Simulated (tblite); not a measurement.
Species: 1-cyclopentenecarbonitrile, C6H7N.
Bonds: N1–C2 (triple), C2–C3, C3–C4 (double), C4–C5, C5–C6, C6–C7, C3–C7. Hydrogens: H8 on C4; H9, H10 on C5; H11, H12 on C6; H13, H14 on C7.

Computed with GFN2-xTB (tblite), gas phase: Langevin dynamics at 200 K from the optimised GFN2-xTB geometry, time step 0.5 fs, friction 0.01 fs⁻¹, 2000 steps. The instantaneous temperature is 2·E(kin)/(3Nk) with all 3N coordinates.

```json
{"t (fs)": "0", "T (K)": "155", "E(pot) above start (eV)": "0.000", "N1≡C2 (Å)": "1.148", "C2–C3 (Å)": "1.404", "C3=C4 (Å)": "1.334", "C4–C5 (Å)": "1.494", "C5–C6 (Å)": "1.539", "C4–H8 (Å)": "1.076"}
{"t (fs)": "25", "T (K)": "118", "E(pot) above start (eV)": "0.243", "N1≡C2 (Å)": "1.131", "C2–C3 (Å)": "1.411", "C3=C4 (Å)": "1.324", "C4–C5 (Å)": "1.511", "C5–C6 (Å)": "1.525", "C4–H8 (Å)": "1.037"}
{"t (fs)": "50", "T (K)": "142", "E(pot) above start (eV)": "0.269", "N1≡C2 (Å)": "1.151", "C2–C3 (Å)": "1.439", "C3=C4 (Å)": "1.352", "C4–C5 (Å)": "1.488", "C5–C6 (Å)": "1.528", "C4–H8 (Å)": "1.101"}
{"t (fs)": "75", "T (K)": "143", "E(pot) above start (eV)": "0.243", "N1≡C2 (Å)": "1.152", "C2–C3 (Å)": "1.393", "C3=C4 (Å)": "1.332", "C4–C5 (Å)": "1.502", "C5–C6 (Å)": "1.500", "C4–H8 (Å)": "1.081"}
{"t (fs)": "100", "T (K)": "172", "E(pot) above start (eV)": "0.148", "N1≡C2 (Å)": "1.132", "C2–C3 (Å)": "1.402", "C3=C4 (Å)": "1.336", "C4–C5 (Å)": "1.511", "C5–C6 (Å)": "1.556", "C4–H8 (Å)": "1.085"}
{"t (fs)": "125", "T (K)": "150", "E(pot) above start (eV)": "0.254", "N1≡C2 (Å)": "1.136", "C2–C3 (Å)": "1.456", "C3=C4 (Å)": "1.329", "C4–C5 (Å)": "1.498", "C5–C6 (Å)": "1.587", "C4–H8 (Å)": "1.087"}
{"t (fs)": "150", "T (K)": "160", "E(pot) above start (eV)": "0.319", "N1≡C2 (Å)": "1.150", "C2–C3 (Å)": "1.416", "C3=C4 (Å)": "1.327", "C4–C5 (Å)": "1.472", "C5–C6 (Å)": "1.531", "C4–H8 (Å)": "1.064"}
{"t (fs)": "175", "T (K)": "224", "E(pot) above start (eV)": "0.305", "N1≡C2 (Å)": "1.160", "C2–C3 (Å)": "1.391", "C3=C4 (Å)": "1.337", "C4–C5 (Å)": "1.474", "C5–C6 (Å)": "1.527", "C4–H8 (Å)": "1.055"}
{"t (fs)": "200", "T (K)": "176", "E(pot) above start (eV)": "0.463", "N1≡C2 (Å)": "1.162", "C2–C3 (Å)": "1.448", "C3=C4 (Å)": "1.350", "C4–C5 (Å)": "1.551", "C5–C6 (Å)": "1.584", "C4–H8 (Å)": "1.105"}
{"t (fs)": "225", "T (K)": "268", "E(pot) above start (eV)": "0.295", "N1≡C2 (Å)": "1.136", "C2–C3 (Å)": "1.393", "C3=C4 (Å)": "1.321", "C4–C5 (Å)": "1.511", "C5–C6 (Å)": "1.549", "C4–H8 (Å)": "1.076"}
{"t (fs)": "250", "T (K)": "231", "E(pot) above start (eV)": "0.423", "N1≡C2 (Å)": "1.135", "C2–C3 (Å)": "1.413", "C3=C4 (Å)": "1.318", "C4–C5 (Å)": "1.454", "C5–C6 (Å)": "1.502", "C4–H8 (Å)": "1.066"}
{"t (fs)": "275", "T (K)": "221", "E(pot) above start (eV)": "0.387", "N1≡C2 (Å)": "1.146", "C2–C3 (Å)": "1.462", "C3=C4 (Å)": "1.345", "C4–C5 (Å)": "1.496", "C5–C6 (Å)": "1.528", "C4–H8 (Å)": "1.068"}
{"t (fs)": "300", "T (K)": "169", "E(pot) above start (eV)": "0.468", "N1≡C2 (Å)": "1.157", "C2–C3 (Å)": "1.413", "C3=C4 (Å)": "1.329", "C4–C5 (Å)": "1.516", "C5–C6 (Å)": "1.565", "C4–H8 (Å)": "1.070"}
{"t (fs)": "325", "T (K)": "223", "E(pot) above start (eV)": "0.275", "N1≡C2 (Å)": "1.156", "C2–C3 (Å)": "1.450", "C3=C4 (Å)": "1.346", "C4–C5 (Å)": "1.472", "C5–C6 (Å)": "1.531", "C4–H8 (Å)": "1.090"}
{"t (fs)": "350", "T (K)": "206", "E(pot) above start (eV)": "0.234", "N1≡C2 (Å)": "1.146", "C2–C3 (Å)": "1.413", "C3=C4 (Å)": "1.339", "C4–C5 (Å)": "1.443", "C5–C6 (Å)": "1.537", "C4–H8 (Å)": "1.070"}
{"t (fs)": "375", "T (K)": "210", "E(pot) above start (eV)": "0.220", "N1≡C2 (Å)": "1.139", "C2–C3 (Å)": "1.405", "C3=C4 (Å)": "1.346", "C4–C5 (Å)": "1.507", "C5–C6 (Å)": "1.600", "C4–H8 (Å)": "1.086"}
{"t (fs)": "400", "T (K)": "182", "E(pot) above start (eV)": "0.301", "N1≡C2 (Å)": "1.154", "C2–C3 (Å)": "1.411", "C3=C4 (Å)": "1.343", "C4–C5 (Å)": "1.525", "C5–C6 (Å)": "1.571", "C4–H8 (Å)": "1.101"}
{"t (fs)": "425", "T (K)": "178", "E(pot) above start (eV)": "0.367", "N1≡C2 (Å)": "1.162", "C2–C3 (Å)": "1.385", "C3=C4 (Å)": "1.321", "C4–C5 (Å)": "1.470", "C5–C6 (Å)": "1.510", "C4–H8 (Å)": "1.089"}
{"t (fs)": "450", "T (K)": "154", "E(pot) above start (eV)": "0.200", "N1≡C2 (Å)": "1.154", "C2–C3 (Å)": "1.390", "C3=C4 (Å)": "1.319", "C4–C5 (Å)": "1.492", "C5–C6 (Å)": "1.548", "C4–H8 (Å)": "1.064"}
{"t (fs)": "475", "T (K)": "117", "E(pot) above start (eV)": "0.280", "N1≡C2 (Å)": "1.129", "C2–C3 (Å)": "1.404", "C3=C4 (Å)": "1.340", "C4–C5 (Å)": "1.506", "C5–C6 (Å)": "1.578", "C4–H8 (Å)": "1.057"}
{"t (fs)": "500", "T (K)": "122", "E(pot) above start (eV)": "0.274", "N1≡C2 (Å)": "1.139", "C2–C3 (Å)": "1.385", "C3=C4 (Å)": "1.355", "C4–C5 (Å)": "1.505", "C5–C6 (Å)": "1.568", "C4–H8 (Å)": "1.108"}
{"t (fs)": "525", "T (K)": "177", "E(pot) above start (eV)": "0.297", "N1≡C2 (Å)": "1.164", "C2–C3 (Å)": "1.407", "C3=C4 (Å)": "1.338", "C4–C5 (Å)": "1.548", "C5–C6 (Å)": "1.518", "C4–H8 (Å)": "1.066"}
{"t (fs)": "550", "T (K)": "241", "E(pot) above start (eV)": "0.241", "N1≡C2 (Å)": "1.164", "C2–C3 (Å)": "1.392", "C3=C4 (Å)": "1.314", "C4–C5 (Å)": "1.477", "C5–C6 (Å)": "1.539", "C4–H8 (Å)": "1.051"}
{"t (fs)": "575", "T (K)": "174", "E(pot) above start (eV)": "0.371", "N1≡C2 (Å)": "1.146", "C2–C3 (Å)": "1.426", "C3=C4 (Å)": "1.324", "C4–C5 (Å)": "1.462", "C5–C6 (Å)": "1.571", "C4–H8 (Å)": "1.140"}
{"t (fs)": "600", "T (K)": "202", "E(pot) above start (eV)": "0.319", "N1≡C2 (Å)": "1.131", "C2–C3 (Å)": "1.440", "C3=C4 (Å)": "1.347", "C4–C5 (Å)": "1.488", "C5–C6 (Å)": "1.539", "C4–H8 (Å)": "1.057"}
{"t (fs)": "625", "T (K)": "204", "E(pot) above start (eV)": "0.258", "N1≡C2 (Å)": "1.155", "C2–C3 (Å)": "1.420", "C3=C4 (Å)": "1.346", "C4–C5 (Å)": "1.494", "C5–C6 (Å)": "1.537", "C4–H8 (Å)": "1.065"}
{"t (fs)": "650", "T (K)": "194", "E(pot) above start (eV)": "0.296", "N1≡C2 (Å)": "1.168", "C2–C3 (Å)": "1.409", "C3=C4 (Å)": "1.353", "C4–C5 (Å)": "1.507", "C5–C6 (Å)": "1.532", "C4–H8 (Å)": "1.107"}
{"t (fs)": "675", "T (K)": "226", "E(pot) above start (eV)": "0.255", "N1≡C2 (Å)": "1.155", "C2–C3 (Å)": "1.396", "C3=C4 (Å)": "1.328", "C4–C5 (Å)": "1.508", "C5–C6 (Å)": "1.526", "C4–H8 (Å)": "1.042"}
{"t (fs)": "700", "T (K)": "215", "E(pot) above start (eV)": "0.336", "N1≡C2 (Å)": "1.135", "C2–C3 (Å)": "1.407", "C3=C4 (Å)": "1.333", "C4–C5 (Å)": "1.483", "C5–C6 (Å)": "1.555", "C4–H8 (Å)": "1.066"}
{"t (fs)": "725", "T (K)": "220", "E(pot) above start (eV)": "0.364", "N1≡C2 (Å)": "1.140", "C2–C3 (Å)": "1.428", "C3=C4 (Å)": "1.340", "C4–C5 (Å)": "1.490", "C5–C6 (Å)": "1.605", "C4–H8 (Å)": "1.127"}
{"t (fs)": "750", "T (K)": "260", "E(pot) above start (eV)": "0.339", "N1≡C2 (Å)": "1.147", "C2–C3 (Å)": "1.409", "C3=C4 (Å)": "1.325", "C4–C5 (Å)": "1.473", "C5–C6 (Å)": "1.593", "C4–H8 (Å)": "1.049"}
{"t (fs)": "775", "T (K)": "257", "E(pot) above start (eV)": "0.337", "N1≡C2 (Å)": "1.162", "C2–C3 (Å)": "1.385", "C3=C4 (Å)": "1.355", "C4–C5 (Å)": "1.486", "C5–C6 (Å)": "1.587", "C4–H8 (Å)": "1.076"}
{"t (fs)": "800", "T (K)": "292", "E(pot) above start (eV)": "0.424", "N1≡C2 (Å)": "1.152", "C2–C3 (Å)": "1.404", "C3=C4 (Å)": "1.329", "C4–C5 (Å)": "1.544", "C5–C6 (Å)": "1.522", "C4–H8 (Å)": "1.113"}
{"t (fs)": "825", "T (K)": "233", "E(pot) above start (eV)": "0.536", "N1≡C2 (Å)": "1.140", "C2–C3 (Å)": "1.418", "C3=C4 (Å)": "1.334", "C4–C5 (Å)": "1.498", "C5–C6 (Å)": "1.483", "C4–H8 (Å)": "1.053"}
{"t (fs)": "850", "T (K)": "249", "E(pot) above start (eV)": "0.445", "N1≡C2 (Å)": "1.135", "C2–C3 (Å)": "1.419", "C3=C4 (Å)": "1.339", "C4–C5 (Å)": "1.479", "C5–C6 (Å)": "1.522", "C4–H8 (Å)": "1.079"}
{"t (fs)": "875", "T (K)": "209", "E(pot) above start (eV)": "0.461", "N1≡C2 (Å)": "1.160", "C2–C3 (Å)": "1.423", "C3=C4 (Å)": "1.324", "C4–C5 (Å)": "1.451", "C5–C6 (Å)": "1.518", "C4–H8 (Å)": "1.094"}
{"t (fs)": "900", "T (K)": "154", "E(pot) above start (eV)": "0.506", "N1≡C2 (Å)": "1.179", "C2–C3 (Å)": "1.382", "C3=C4 (Å)": "1.340", "C4–C5 (Å)": "1.475", "C5–C6 (Å)": "1.553", "C4–H8 (Å)": "1.058"}
{"t (fs)": "925", "T (K)": "263", "E(pot) above start (eV)": "0.287", "N1≡C2 (Å)": "1.137", "C2–C3 (Å)": "1.407", "C3=C4 (Å)": "1.354", "C4–C5 (Å)": "1.480", "C5–C6 (Å)": "1.556", "C4–H8 (Å)": "1.104"}
{"t (fs)": "950", "T (K)": "150", "E(pot) above start (eV)": "0.560", "N1≡C2 (Å)": "1.116", "C2–C3 (Å)": "1.419", "C3=C4 (Å)": "1.337", "C4–C5 (Å)": "1.481", "C5–C6 (Å)": "1.529", "C4–H8 (Å)": "1.096"}
{"t (fs)": "975", "T (K)": "250", "E(pot) above start (eV)": "0.489", "N1≡C2 (Å)": "1.146", "C2–C3 (Å)": "1.392", "C3=C4 (Å)": "1.332", "C4–C5 (Å)": "1.473", "C5–C6 (Å)": "1.497", "C4–H8 (Å)": "1.046"}
{"t (fs)": "1000", "T (K)": "237", "E(pot) above start (eV)": "0.418", "N1≡C2 (Å)": "1.181", "C2–C3 (Å)": "1.380", "C3=C4 (Å)": "1.335", "C4–C5 (Å)": "1.492", "C5–C6 (Å)": "1.531", "C4–H8 (Å)": "1.111"}
```

Task: From 500 fs on, how do temperature and potential energy compare with equipartition?

Result: The mean temperature of these 21 frames is 216 K against the target 200 K, and the mean potential energy 0.37 eV against 36 × kT/2 = 0.31 eV for 36 classical harmonic modes. For 14 atoms in a canonical ensemble the temperature itself scatters by T·√(2/(3N)) = 44 K; here its standard deviation is 42 K. The whole run lasts only 10 friction times of 100 fs, so these averages carry a wide statistical error.

Task: What are the kinetic and total energies of the listed frame with the highest potential energy?

Result: The one at 950 fs, 0.560 eV above the start. Its kinetic energy is 3NkT/2 = 0.272 eV at 150 K, so the sum is 0.83 eV; over the listed frames the sum runs from 0.28 to 0.96 eV, since the thermostat adds and removes energy.

Task: How much do the listed bonds fluctuate from 500 fs on?

Result: 
| bond | at the start (Å) | mean (Å) | standard deviation (Å) |
| --- | --- | --- | --- |
| N1≡C2 | 1.148 | 1.150 | 0.016 |
| C2–C3 | 1.404 | 1.407 | 0.016 |
| C3=C4 | 1.334 | 1.337 | 0.011 |
| C4–C5 | 1.494 | 1.490 | 0.023 |
| C5–C6 | 1.539 | 1.542 | 0.030 |
| C4–H8 | 1.076 | 1.081 | 0.029 |

The motion is classical and holds no zero-point motion.

What follows is the cost of the whole dynamics run. The run took 7.0 s on an Arm Neoverse V2 with one thread, shared host with 96 logical CPUs at a one-minute load of 35, and the process peaked at 0.19 GiB of memory.
